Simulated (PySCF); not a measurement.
Isomers of C6H8F4O2. Theory: PySCF 2.14.0, PBE0-D3(BJ)/def2-SVP geometry optimisation, gas phase. One conformer each; no zero-point energy, no entropy. No frequencies were run at this level. Point groups hold within 0.08 Å.

**Question.** Order them by energy at this level, lowest first, and give relative energies in kJ/mol.
A. `[F:1][C@@H:2]1[CH2:3][C@@H:4]([CH2:5][C:6]([F:7])([F:8])[F:9])[O:10][CH2:11][O:12]1` with C3–C4–C5–C6 -69°, F1–C2–C3–C4 -72°, C2–C3–C4–C5 -170°, C3–C4–O10–C11 58°, C4–O10–C11–O12 -61°
B. `[CH3:1][C@@:2]1([O:3][CH:4]([F:5])[F:6])[CH2:7][C@H:8]([F:9])[O:10][C@@H:11]1[F:12]` with C1–C2–O3–C4 -51°, C2–O3–C4–F5 77°, C1–C2–C7–C8 88°, C2–C7–C8–F9 132°, C7–C8–O10–C11 13°, C8–O10–C11–F12 85°

**Answer.** A (0.0), B (19.3).

```csv
SMILES,E (Eh),E rel (kJ/mol),dipole (D),point group,"A, B, C (MHz)"
F[C@@H]1C[C@@H](CC(F)(F)F)OCO1,-781.91347,0.0,1.16,C1,"1937, 505.6, 459.9"
C[C@@]1(OC(F)F)C[C@H](F)O[C@@H]1F,-781.90611,19.3,2.72,C1,"1952, 619.3, 565.5"
```

**Question.** As an exercise, what shares would exp(−E/RT) give at 500 K from these electronic energies alone (no entropy, no degeneracies)?

**Answer.** RT = 4.157 kJ/mol: F[C@@H]1C[C@@H](CC(F)(F)F)OCO1 99.1 %, C[C@@]1(OC(F)F)C[C@H](F)O[C@@H]1F 0.9 %.
